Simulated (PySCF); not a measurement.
Species: CH11P3Si3.
InChI=1S/CH11P3Si3/c1-7-3-5-2-6-4-7/h2-4,7H,5-6H2,1H3

A linear-response calculation (PySCF, def2-SVPD basis, gas phase, vertical, core orbitals frozen in the response) gave these numbers; the functional is withheld.

Orbital energies (eV): HOMO-3 -9.58, HOMO-2 -8.72, HOMO-1 -8.59, HOMO -8.56, LUMO 0.35, LUMO+1 0.59, LUMO+2 0.79.

```json
{"state": "S1", "E (eV)": "5.87", "f": "0.0020", "main configurations (H = HOMO, L = LUMO)": "H→L (74%)"}
{"state": "S2", "E (eV)": "5.89", "f": "0.0055", "main configurations (H = HOMO, L = LUMO)": "H-1→L (76%)"}
{"state": "S3", "E (eV)": "6.11", "f": "0.0019", "main configurations (H = HOMO, L = LUMO)": "H-2→L (74%)"}
{"state": "S4", "E (eV)": "6.25", "f": "0.0040", "main configurations (H = HOMO, L = LUMO)": "H→L+1 (61%), H-1→L+2 (9%)"}
{"state": "S5", "E (eV)": "6.35", "f": "0.014", "main configurations (H = HOMO, L = LUMO)": "H-1→L+3 (33%), H-2→L+1 (31%), H-2→L+3 (9%)"}
{"state": "S6", "E (eV)": "6.37", "f": "0.0087", "main configurations (H = HOMO, L = LUMO)": "H-1→L+2 (39%), H→L+4 (25%), H→L+1 (11%)"}
```

Triplets (Tamm–Dancoff): T1 5.30 eV, H-1→L (60%); T2 5.30 eV, H→L (59%); T3 5.37 eV, H-2→L (54%), H→L+7 (8%); T4 5.55 eV, H→L+1 (32%), H-1→L+2 (20%), H→L+4 (15%).

Vertical ionisation energy by ΔSCF with the same functional: 9.11 eV. Mean static polarisability: 173.2 au.

Question: Name the functional.
A. HF
B. PBE
C. B3LYP
D. CAM-B3LYP

Answer: D. CAM-B3LYP is range-separated, 19% exact exchange at short range and 65% at long range (ω = 0.33 bohr⁻¹). In this run −ε(HOMO) = 8.56 eV differs from the ΔSCF value by -0.55 eV, and S1 differs from the orbital gap of 8.91 eV by -3.04 eV. The ratio −ε(HOMO)/IP is 0.94. Small neutral molecules mostly give 0.85 to 0.93 with CAM-B3LYP, 0.5 to 0.7 with PBE, 0.67 to 0.83 with B3LYP; Hartree–Fock can't fall below 1, since the ion's relaxation only lowers the ΔSCF value. The other options: PBE, a GGA without exact exchange; HF, time-dependent Hartree–Fock, 100% exact exchange; B3LYP, a global hybrid with 20% exact exchange.

The calculation used TDDFT CAM-B3LYP/def2-SVPD, vertical, gas phase, core orbitals frozen in the response in PySCF 2.14.0, density-fitted response routines. Geometry: PBE0-D3(BJ)/def2-SVP, one conformer, isolated molecule.
